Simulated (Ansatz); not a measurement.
# A correction line for MP2/def2-TZVPP: atomisation energy

The atomisation energy (no zero-point term) in kJ/mol of 8 B-containing radicals: x at MP2/def2-TZVPP, y at CCSD(T)/CBS estimate. Shapes, held fixed at every level: PBE0-D4/def2-TZVP. Flexible molecules stand in one conformer, not always the lowest. Programs: Ansatz 0.2.0.

| molecule | x (kJ/mol) | y (kJ/mol) |
| --- | --- | --- |
| B(CH3)(SiH3) | 2820 | 2882 |
| C2H6B (SMILES [BH]CC) | 3184 | 3219 |
| B(CH3)2 | 3246 | ? |
| BH(CH2)(CH3) | 3271 | 3313 |
| B(CH2)(CH3)F | 3560 | 3572 |
| C2H6BO2 (SMILES CO[B]OC) | 4328 | 4336 |
| C3H8B (SMILES C[B]CC) | 4456 | 4504 |
| C3H8BO (SMILES [BH]OC(C)C) | 5001 | 5034 |

Fit y = c + s·x to the known rows and predict y for B(CH3)2.


1. Means of the 7 rows: x = 3802.86, y = 3837.1.
2. Σ(Δx)² = 3828761, Σ(Δx·Δy) = 3796002, so the slope is 3796002/3828761 = 0.99144.
3. Intercept: 3837.1 − (0.99144) × 3802.86 = 66.8. The largest residual of the fit is 24.
4. B(CH3)2: 66.8 + 0.99144 × 3246 = 3285 kJ/mol.

CCSD(T)/CBS estimate gives 3282 kJ/mol, so the prediction is off by +3 kJ/mol, within the largest residual. Uncorrected, MP2/def2-TZVPP misses B(CH3)2 by -36 kJ/mol, and the other rows by 34 on average. The line removes about 90 % of this miss, partly by chance. Left out in turn, the other rows are missed by 20 kJ/mol on average. Open shells run unrestricted. The CBS estimate extrapolates MP2 from def2-TZVPP and def2-QZVPP and adds CCSD(T) − MP2 in the triple-zeta set, cores frozen.
